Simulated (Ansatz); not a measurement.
A made-up structure of AlBSiH$_{5}$O (charge +1), closed shell:

B1  (-0.474, 1.498, -0.190)
O2  (0.115, 0.231, -0.081)
Al3  (1.649, -0.811, -0.282)
Si4  (-0.479, -1.420, 0.436)
H5  (0.041, -2.713, 0.705)
H6  (0.229, 2.375, -0.573)
H7  (3.037, -0.300, -0.773)
H8  (-0.904, -1.327, 1.847)
H9  (-1.551, -1.827, -0.493)
(Å)

It is relaxed with PBE-D4/def2-SVP and then PBE0-D4/def2-TZVP (Ansatz 0.2.0). Atoms count as bonded within 1.22 times the sum of their covalent radii (H–H: 0.88 Å). The end point is not checked to be a true minimum.

Problem. Does its bonding change? (Judge from chemistry; the calculation decides.)

Solution. By the calculation: Yes. Formed: none; broken: O2–Si4.

Where it ends: The first stage lowers the energy by 5.16 eV in 15 steps. It ends as AlBSiH₅O ([BH][O][AlH][SiH3]), total charge +1:
```tsv
atom	x (Å)	y (Å)	z (Å)
B1	0.2223	2.1812	-0.5250
O2	0.6112	1.0380	-0.3892
Al3	1.2587	-0.7186	-0.1919
Si4	-0.5077	-2.1820	0.6400
H5	0.0567	-3.5358	0.8397
H6	-0.1569	3.2836	-0.6545
H7	2.7512	-0.6024	-0.6511
H8	-0.9902	-1.5860	1.9111
H9	-1.5832	-2.1724	-0.3834
```

Labels in which every atom is bracketed show which atoms are joined, not bond orders.

For scale, one of the runs: PBE0-D4/def2-TZVP relaxation, 166 basis functions, launched by `ansatz run in.yaml --threads 2 --pin off --events-out ev --progress --plain --max-ram 4352MiB`. Hardware: 2 CPU threads of an Intel Xeon 6975P-C, shared host. Wall time about 15 s.
